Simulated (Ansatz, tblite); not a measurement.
Cost and result up the ladder for Ge(GeH3)2H2 (Ge₃H₈) (11 atoms). The state is a singlet with charge 0. Geometry: r2SCAN-D4/def2-SVP.

```xyz
11

Ge   -0.913   -0.007   -0.405
Ge    0.205    1.972    0.416
H     0.475    1.840    1.924
H    -0.651    3.226    0.178
H     1.551    2.153   -0.304
Ge    0.471   -1.967   -0.113
H     0.759   -2.194    1.380
H     1.811   -1.778   -0.843
H    -0.222   -3.219   -0.675
H    -1.241    0.171   -1.900
H    -2.246   -0.197    0.343
```

Ansatz on 4 threads of Arm Neoverse V1 on a shared host; xTB runs through tblite on one thread. Times are rough, summed over both states, and most runs start from the orbitals of an earlier one. PBE0-D4/def2-TZVP serves as the yardstick here, not as an exact answer. Differences are given only for rows in sets of like size (and for xTB, whose basis is part of the method), since another set adds its own error. The other state is a doublet.

The xTB rows come from tblite. Correlated methods freeze 27 core orbitals; core or outer-core shells of Ge are correlated, in sets that lack core-valence functions. The rows differ in basis, and correlated rows in double-zeta sets carry the largest basis error.

Correlated methods converge slowly with the basis, most of all in double-zeta sets.

Raw xTB energies of ions are shifted by several eV.

| level | functions | wall time | vertical IE (eV) | difference from PBE0-D4/def2-TZVP (eV) |
| --- | --- | --- | --- | --- |
| GFN2-xTB | 35 | 0.01 s | 13.11 | 3.46 |
| GFN1-xTB | 43 | 0.015 s | 13.70 | 4.05 |
| PBE-D4/def2-TZVP | 192 | 7.2 s | 9.47 | -0.18 |
| PBE0-D4/def2-TZVP (with forces) | 192 | 15 s | 9.65 | 0.00 |
| r2SCAN-D4/def2-TZVP | 192 | 16 s | 9.58 | -0.08 |
| CCSD(T)/def2-SVP | 136 | 2.2 min | 9.69 | – |
